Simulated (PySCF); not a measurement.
State search for SrI

Unrestricted PBE0; basis Sr x2c-TZVPall, I x2c-TZVPall; spin-free X2C with a Gaussian nucleus; PySCF 2.14. Outer shells of the fragments: Sr 5s2; I 4d10 5s2 5p5.

Followed along the bond (rough minima from three points):

```tsv
2Ms+1	unpaired	⟨S²⟩ at the start	R at minimum (Å)	Te (eV)
2	σ ↑	0.75	2.98	0.00
2	π ↑	0.75	2.96	1.54
4	σ ↑, π ↑↑	3.75	none in the scan	≤ 4.83
```

Solutions found at the starting distance of 3.020 Å, counted from the lowest of them; the search is not exhaustive and high or unbound solutions are not listed, so other states can lie among these:

```
2Ms+1       unpaired   term  E (eV)  ⟨S²⟩  ⟨Lz²⟩  μ (D)
    2            σ ↑    ²Σ⁺    0.00  0.75   0.00  -5.20
    2            π ↑     ²Π    1.55  0.75   1.00  -4.22
    2            δ ↑     ²Δ    1.82  0.75   4.00  -8.91
    4      σ ↑, π ↑↑  mixed    5.07  3.75   2.03   1.72
    4      σ ↑↑, π ↑  mixed    5.16  3.75   2.06   5.05
    4      σ ↑, π ↑↑  mixed    5.18  3.75   2.02   3.92
    4  σ ↑, π ↑, δ ↑  mixed    5.29  3.75   5.01   2.57
    4  σ ↑, π ↑, δ ↑  mixed    5.30  3.75   4.82   2.76
```

A term symbol is given only where ⟨S²⟩ and ⟨Lz²⟩ are close to those of a pure state; real π, δ and φ orbitals otherwise mix terms. A positive dipole means Sr(−)I(+).

Spin–orbit coupling is left out. Counting both spins, an empty level lies below a filled one in some of these solutions, because spin and occupation are held.
